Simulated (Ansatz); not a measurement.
Gas-phase electronic energies from Ansatz, PBE0-D4/def2-TZVP geometries. CBS: MP2 limit from def2 TZ/QZ plus the TZ coupled-cluster correction, frozen cores. This one scheme is used for every species. Functionals use def2-TZVPP. B3LYP here is the variant with VWN-RPA as its local correlation; programs differ in this. Each species was taken in one conformer, which may not be the lowest.

`BS[SiH2][SiH2][SiH3]` + NH₃ → `N[SiH2][SiH2][SiH3]` + `BS`  (ligand exchange at the Si–S bond)

`BS[SiH2][SiH2][SiH3]`:

Z-matrix (Å, degrees):
```
Si
S 1 2.164
Si 1 2.337 2 109.0
H 1 1.487 2 106.3 3 120.1
H 1 1.485 2 109.0 3 -122.5
B 2 1.773 1 100.0 3 73.4
Si 3 2.339 1 111.6 2 -54.4
H 3 1.491 1 109.6 2 -176.3
H 3 1.490 1 108.0 2 65.9
H 6 1.195 2 121.4 1 2.1
H 6 1.192 2 117.0 1 -178.8
H 7 1.487 3 110.2 1 58.6
H 7 1.488 3 109.7 1 178.1
H 7 1.486 3 110.3 1 -61.9
```

NH₃:

```xyz
4

N     0.095   -0.265    0.021
H     0.427    0.316    0.782
H     0.396    0.174   -0.840
H    -0.917   -0.225    0.037
```

`N[SiH2][SiH2][SiH3]`:

Cartesian coordinates in Å:
```
N -2.319 -0.603 1.412
Si -0.815 0.195 1.147
Si 0.156 -0.587 -0.833
Si 2.149 0.558 -1.267
H -2.994 -0.655 0.666
H -2.779 -0.517 2.305
H 0.067 -0.114 2.307
H -0.881 1.688 1.053
H -0.782 -0.364 -1.972
H 0.427 -2.050 -0.747
H 3.107 0.358 -0.146
H 1.880 2.015 -1.402
H 2.784 0.076 -2.523
```

`BS`:

Cartesian coordinates in Å:
```
B -0.541 0.205 0.041
S 0.730 -0.986 0.326
H -1.613 -0.064 0.485
H -0.326 1.210 -0.559
H 1.750 -0.366 -0.293
```

(1) Is it downhill or uphill in electronic energy at CCSD(T)/CBS, and by how much? (Best estimate.)

(2) What do these levels give: ωB97M-V, B3LYP, SCS-MP2/def2-TZVPP, CCSD/def2-TZVPP, MP2/def2-QZVPP, MP2/CBS(def2)? (An estimate is asked.)

Largest T1 diagnostic among the species: 0.015.

Results:

(1) The calculation gave: Uphill: ΔE = +18.5 kJ/mol.

(2) The calculation gave: ωB97M-V 14.0, B3LYP 1.3, SCS-MP2/def2-TZVPP 12.4, CCSD/def2-TZVPP 10.2, MP2/def2-QZVPP 21.0, MP2/CBS(def2) 22.8 kJ/mol.

The D4 term adds +13.3 kJ/mol with B3LYP and +7.6 kJ/mol with PBE0; it sums over pairs of atoms, weighted by their polarisabilities, and B3LYP, whose exchange is more repulsive, gets the larger term. In def2-TZVPP, CCSD(T) changes the Hartree–Fock value by +20.1 kJ/mol (the triples alone add +4.5 kJ/mol) and MP2 by +24.4 kJ/mol.
